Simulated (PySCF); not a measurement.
These compounds are isomers of formula C$_{4}$H$_{9}$BO$_{3}$.

A. `OB(OC)OC1CC1`
B. `COB1OCCCO1`
C. SMILES CO[C@@H]1COB(C)O1
D. `InChI=1S/C4H9BO3/c1-2-6-5-7-3-4-8-5/h2-4H2,1H3`

Spectrum 1. ¹H NMR (500 MHz, computed): δ 4.09 (s, 4H), 3.84 (q, J = 7.8 Hz, 2H), 1.15 (t, J = 7.8 Hz, 3H). ¹³C{¹H} NMR (computed): δ 67.2 (CH2), 62.1 (CH2), 19.2 (CH3).

Spectrum 2. ¹H NMR (500 MHz, computed): δ 3.96 (m, 4H), 3.59 (s, 3H), 1.54 (m, 2H). ¹³C{¹H} NMR (computed): δ 63.9 (CH2), 50.9 (CH3), 29.6 (CH2).

Spectrum 3. ¹H NMR (500 MHz, computed): δ 3.61 (s, 3H), 3.19 (tt, J = 8.3, 4.5 Hz, 1H), 2.77 (br s, 1H), 1.36 (m, 2H), 0.29 (m, 2H). ¹³C{¹H} NMR (computed): δ 51.6 (CH3), 50.7 (CH), 6.4 (CH2).

Spectrum 4. ¹H NMR (500 MHz, computed): δ 5.04 (dd, J = 6.9, 3.2 Hz, 1H), 4.14 (dd, J = 11.3, 6.9 Hz, 1H), 3.95 (dd, J = 11.3, 3.2 Hz, 1H), 3.39 (s, 3H), 0.34 (s, 3H). ¹³C{¹H} NMR (computed): δ 104.9 (CH), 75.0 (CH2), 55.6 (CH3), -5.8 (CH3).

- geometry from PBE0-D3(BJ)/def2-SVP
- B3LYP/pcJ-1 coupling constants (spin–dipole term left out of most H,H and C,H couplings)
- PBE0/pcSseg-1 with gauge-including orbitals
- program: PySCF
- no relativistic terms, single conformer, isolated molecule, fast rotation and ring inversion assumed for equivalent nuclei

Referencing at the same level of theory: TMS for ¹H (σref 31.27), ¹³C (σref 184.41). Multiplet labels drop J under 1 Hz and among equivalent protons, and merge close values. Unscaled 3J(H,H) run several per cent high. Vicinal couplings that depend on rotamer populations or ring flexing (ring, CH–CH, X–H and H–F types) are those of the one conformer. Carbons bonded to boron are broad in practice. Shifts are as computed. Against solution values, carbons near 30 ppm lie about +2 ppm off and those near 130 ppm about +5 ppm. Of 1313 compounds with measured shifts, 239 miss one by over three times the rms of a fit or turn the order of signals round; such compounds aren't used in these exercises. OH and NH positions are gas-phase values without hydrogen bonding to other molecules.

Question: Which spectrum belongs to which compound?

Answer: 1–D, 2–B, 3–A, 4–C.

- Spectrum 1 (D): 3 ¹³C signals; δC 67.2 is an sp3 CH2 bonded to O; δC 62.1 is an sp3 CH2 bonded to O.
- Spectrum 2 (B): 3 ¹³C signals; δC 63.9 is an sp3 CH2 bonded to O; δC 50.9 is a methyl carbon bonded to O.
- Spectrum 3 (A): 3 ¹³C signals; δC 51.6 is a methyl carbon bonded to O; δC 50.7 is a three-membered-ring carbon.
- Spectrum 4 (C): 4 ¹³C signals; δC 104.9 is an sp3 carbon bearing two oxygens; δC 75.0 is an sp3 CH2 bonded to O.
